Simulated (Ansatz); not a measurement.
`C[N]=[W](=[O])([F])[O]C`, relaxed with RKS PBE0-D4/def2-TZVP in Ansatz 0.2.0 from a PBE-D4/def2-SVP geometry. The force threshold is 0.005 eV/Å; the program also tests the step.

Charge 0, multiplicity 1. W: def2 effective core potential.

Start:

```xyz
13

C     0.883   -1.323   -1.710
N     0.015   -1.000   -0.627
W    -1.417   -0.242    0.071
O    -2.207    0.592   -1.223
F    -2.521   -1.614    0.783
O    -0.803    1.022    1.331
C     0.418    1.587    1.758
H     0.882   -2.420   -1.898
H     1.931   -1.033   -1.475
H     0.584   -0.809   -2.652
H     0.384    1.737    2.857
H     1.280    0.928    1.512
H     0.570    2.576    1.272
```

| step | energy (eV) | largest force (eV/Å) | largest move (Å) |
| --- | --- | --- | --- |
| 1 | -12296.2161 | 1.092 | 0.000 |
| 2 | -12296.2988 | 0.412 | 0.071 |
| 3 | -12296.3043 | 0.038 | 0.019 |
| 4 | -12296.3047 | 0.024 | 0.011 |
| 5 | -12296.3055 | 0.030 | 0.038 |
| 6 | -12296.3057 | 0.027 | 0.016 |
| 7 | -12296.3059 | 0.014 | 0.020 |
| 8 | -12296.3059 | 0.018 | 0.020 |
| 9 | -12296.3060 | 0.012 | 0.014 |
| 10 | -12296.3060 | 0.005 | 0.005 |
| 11 | -12296.3060 | 0.004 | 0.003 |

End:

```xyz
13

C     0.889   -1.324   -1.713
N     0.018   -0.953   -0.655
W    -1.395   -0.200    0.036
O    -2.245    0.582   -1.222
F    -2.453   -1.533    0.828
O    -0.811    1.070    1.272
C     0.414    1.561    1.758
H     0.946   -2.414   -1.791
H     1.900   -0.952   -1.518
H     0.549   -0.921   -2.673
H     0.357    1.630    2.847
H     1.239    0.898    1.481
H     0.594    2.557    1.348
```

It took 49 s on 2 threads of an AMD EPYC 7R13 on a shared host and a share of an NVIDIA H100 80 GB, with 0.92 GiB of host memory at the peak.
